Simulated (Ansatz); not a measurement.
Reaction (ligand exchange at the Al–Br bond): `C[CH2][AlH][Br]` + H₂Te → `C[CH2][AlH][TeH]` + HBr

Isolated molecules relaxed with PBE0-D4/def2-TZVP in Ansatz; ΔE leaves out vibrations. CCSD(T)/CBS is the MP2 limit (def2-TZVPP, def2-QZVPP) plus CCSD(T) − MP2 in def2-TZVPP, frozen cores. Functionals use def2-TZVPP. B3LYP here is the variant with VWN-RPA as its local correlation; programs differ in this. Elements past krypton have def2 core potentials. For Br, Te outer-core shells are correlated without core-valence functions, which leaves a few kJ/mol of doubt a bond. Scalar relativity is left out up to krypton. Each species was taken in one conformer, which may not be the lowest.

Question: Is it downhill or uphill in electronic energy at CCSD(T)/CBS, and by how much? (Best estimate.)

Answer: Ansatz gave: Uphill: ΔE = +0.44 eV.

Question: What do these levels give: PBE-D4, PBE0-D4, B3LYP-D4, ωB97M-V, PBE, PBE0, B3LYP, HF/def2-TZVPP, MP2/def2-TZVPP, SCS-MP2/def2-TZVPP, CCSD/def2-TZVPP, SCS-MP2/def2-QZVPP? (An estimate is asked.)

Answer: Ansatz gave: PBE-D4 0.39, PBE0-D4 0.42, B3LYP-D4 0.47, ωB97M-V 0.50, PBE 0.41, PBE0 0.44, B3LYP 0.52, HF/def2-TZVPP 0.61, MP2/def2-TZVPP 0.43, SCS-MP2/def2-TZVPP 0.47, CCSD/def2-TZVPP 0.48, SCS-MP2/def2-QZVPP 0.46 eV.

Largest T1 diagnostic among the species: 0.010.

In def2-TZVPP, CCSD(T) changes the Hartree–Fock value by −0.16 eV (the triples alone add −0.03 eV) and MP2 by −0.19 eV. The D4 term adds −0.04 eV with B3LYP and −0.03 eV with PBE0; it sums over pairs of atoms, weighted by their polarisabilities, and B3LYP, whose exchange is more repulsive, gets the larger term.
